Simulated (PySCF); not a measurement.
A structure optimised at B3LYP-D3(BJ)/def2-SVP, used in a PySCF frequency run:

```
In
Cl 1 2.3430
Br 1 2.4761 2 119.38
Br 1 2.4761 2 119.38 3 180.00
```
Charge 0, spin multiplicity 1.

**Question.** Write its SMILES, formula and point group.

**Answer.** [Cl][In]([Br])[Br], Br₂ClIn, C2v

**Question.** What are its rotational constants (standard atomic weights)?

**Answer.** 1.2936, 0.67933, 0.44542 GHz
